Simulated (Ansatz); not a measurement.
`[SiH3]/C=[CH]\[GaH2]` + NH₃ → `[NH2][GaH2]` + `C=C[SiH3]` at 600 K and 1 bar (ligand exchange at a Ga–C bond).

Isolated molecules relaxed with PBE0-D4/def2-TZVP in Ansatz; ΔE leaves out vibrations. CCSD(T)/CBS is the MP2 limit (def2-TZVPP, def2-QZVPP) plus CCSD(T) − MP2 in def2-TZVPP, frozen cores. This one scheme is used for every species. For Ga outer-core shells are correlated without core-valence functions, which leaves a few kJ/mol of doubt a bond. Scalar relativity is left out up to krypton.

```tsv
species	CCSD(T)/CBS energy (Eh)	H − E (kJ/mol)	S (J/(mol·K))
`[SiH3]/C=[CH]\[GaH2]`	-2293.28490	248.2	436.3
NH₃	-56.50880	112.4	219.5
`[NH2][GaH2]`	-1981.05479	138.9	317.7
`C=C[SiH3]`	-368.76077	221.4	355.7
```

H − E and S are ideal-gas, rigid-rotor, harmonic terms from PBE0-D4/def2-TZVP. 1 Eh = 2625.50 kJ/mol, R = 8.31446 J/(mol·K).

Problem. By hand: ΔE, ΔH, ΔS and ΔG.

Solution. ΔE = (-1981.05479) + (-368.76077) − (-2293.28490) − (-56.50880) = -0.02186 Eh = -57.4 kJ/mol. Δ(H − E) = 138.9 + 221.4 − 248.2 − 112.4 = -0.3, so ΔH = -57.7 kJ/mol. ΔS = 317.7 + 355.7 − 436.3 − 219.5 = 17.6 J/(mol·K). ΔG = -57.7 − 600 × (17.6)/1000 = -68.3 kJ/mol.

Problem. By hand: the equilibrium constant, and the temperature at which ΔG would vanish if ΔH and ΔS stayed fixed.

Solution. log₁₀ K = −ΔG/(RT ln 10) = 5.9. ΔH and −TΔS have one sign here, so there is no such temperature.

ΔH outweighs TΔS. A doubt of 5 kJ/mol in ΔE shifts log₁₀ K by 0.4 here. These are equilibria of isolated gas molecules and say nothing of rates. Largest T1 diagnostic: 0.014 (customary marks: 0.02 for closed shells, 0.045 for open ones).
